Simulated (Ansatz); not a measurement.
**Abstraction of H: GeH3(SH) + C2H8NSi → GeH2(SH) + C2H9NSi**

Species: GeH3(SH), singlet; C2H8NSi `CC[SiH]N`, doublet; GeH2(SH), doublet; C2H9NSi `CC[SiH2]N`, singlet. A radical takes H: the energy is the difference in strength between the Ge–H bond broken and the Si–H bond made.

Shapes, held fixed at every level: PBE0-D4/def2-TZVP. Flexible molecules stand in one conformer, not always the lowest. Programs: Ansatz 0.2.0. The zero-point and thermal change to 298 K, harmonic and unscaled (PBE0-D4/def2-TZVP), is 0.0 kJ/mol.

```json
{"level": "HF/def2-SVP", "kind": "Hartree–Fock", "ΔH(298 K) (kJ/mol)": "-37.2", "less CCSD(T)/def2-TZVPP": "-2.0", "CPU time (sum over the molecules)": "–"}
{"level": "B3LYP-D4/def2-TZVPP", "kind": "global hybrid", "ΔH(298 K) (kJ/mol)": "-39.4", "less CCSD(T)/def2-TZVPP": "-4.2", "CPU time (sum over the molecules)": "49 s"}
{"level": "r2SCAN0-D4/def2-TZVPP", "kind": "global hybrid", "ΔH(298 K) (kJ/mol)": "-35.6", "less CCSD(T)/def2-TZVPP": "-0.4", "CPU time (sum over the molecules)": "58 s"}
{"level": "wB97M-V/def2-TZVPP", "kind": "range-separated hybrid", "ΔH(298 K) (kJ/mol)": "-46.4", "less CCSD(T)/def2-TZVPP": "-11.2", "CPU time (sum over the molecules)": "1.8 min"}
{"level": "wB97X-V/def2-TZVPP", "kind": "range-separated hybrid", "ΔH(298 K) (kJ/mol)": "-36.6", "less CCSD(T)/def2-TZVPP": "-1.4", "CPU time (sum over the molecules)": "84 s"}
{"level": "B2PLYP/def2-TZVPP", "kind": "double hybrid", "ΔH(298 K) (kJ/mol)": "-39.2", "less CCSD(T)/def2-TZVPP": "-4.0", "CPU time (sum over the molecules)": "53 s"}
{"level": "MP2/def2-SVP", "kind": "perturbation theory", "ΔH(298 K) (kJ/mol)": "-32.4", "less CCSD(T)/def2-TZVPP": "+2.8", "CPU time (sum over the molecules)": "–"}
{"level": "CCSD(T)/def2-TZVPP", "kind": "coupled cluster or CI", "ΔH(298 K) (kJ/mol)": "-35.2", "less CCSD(T)/def2-TZVPP": "0.0", "CPU time (sum over the molecules)": "48 min"}
```

The highest level, CCSD(T)/def2-TZVPP, gives ΔH(298 K) = -35.2 kJ/mol; the levels span -46.4 to -32.4. The column of differences is taken from that level and isn't an error. No measured value is set beside it here. Open shells run unrestricted unless RO is named. Relativity is left out for Ge unless named. Correlated rows may include outer-core shells of Ge, which these sets cover unevenly. Times are processor times on shared x86 and Arm servers, and rough.
